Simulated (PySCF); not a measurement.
Task: Write Cartesian coordinates for `CCC[B@-]1(C)OC[C@H](F)O1` as optimised with PBE0-D3(BJ)/def2-SVP. (Charge -1.)

Result: 
```
atom  x, y, z in Å
C1     2.321   -0.883    0.246
C2     2.005    0.379   -0.547
C3     0.558    0.435   -1.039
B4    -0.596    0.686    0.108
C5    -0.497    2.142    0.818
O6    -0.630   -0.396    1.146
C7    -1.481   -1.383    0.707
C8    -2.376   -0.743   -0.378
F9    -2.240   -1.500   -1.569
O10   -1.971    0.516   -0.530
H11    3.351   -0.882    0.645
H12    1.608   -0.989    1.077
H13    2.212   -1.779   -0.391
H14    2.209    1.260    0.091
H15    2.722    0.459   -1.390
H16    0.327   -0.496   -1.592
H17    0.461    1.245   -1.788
H18   -0.548    2.965    0.082
H19   -1.322    2.283    1.538
H20    0.449    2.266    1.377
H21   -2.093   -1.791    1.541
H22   -0.960   -2.249    0.237
H23   -3.466   -0.810   -0.165
```

Any rigid rotation of these coordinates is as good. Atoms count from 1 in this order. The 5-membered ring B4–O6–C7–C8–O10 has internal angles of 100.9° to 109.4° (sum 532°, against 540° for a flat polygon); it is puckered, 0.12 Å rms from its mean plane, widest ring torsion 27°. Of the pairs four or more bonds apart, O6···H12 is among the closest relative to their van der Waals radii: 2.32 Å, 85 % of the sum of Bondi's values. The 3 C–C bonds span 1.524 Å (C1–C2, drawn single) to 1.546 Å (C7–C8, drawn single), a spread of 0.022 Å. The 2 B–O bonds span 1.500 Å (B4–O6, drawn single) to 1.525 Å (B4–O10, drawn single), a spread of 0.025 Å.

Bonds between heavy atoms (Å): C1–C2 1.524, C2–C3 1.529, C3–B4 1.646, B4–C5 1.623, B4–O6 1.500, O6–C7 1.375, C7–C8 1.546, C8–F9 1.419, C8–O10 1.331, B4–O10 1.525.

Method: PBE0-D3(BJ)/def2-SVP geometry optimisation, gas phase (PySCF 2.14.0).

Point group: C1 (no symmetry element, even within 0.4 Å). PBE0-D3(BJ)/def2-SVP frequencies: not computed here. Torsions: C1–C2–C3–B4 71°, C2–C3–B4–C5 65°, C3–B4–O6–C7 -89°, B4–O6–C7–C8 -19°, O6–C7–C8–F9 124°, C7–C8–O10–B4 16°.

The run took 3.1 min on one thread, Intel Xeon 6975P-C (x86_64), no GPU, shared host with 192 logical CPUs at a one-minute load of 78, and the process peaked at 0.92 GiB of memory. These figures are those of the optimisation.

One conformer stands for the species.
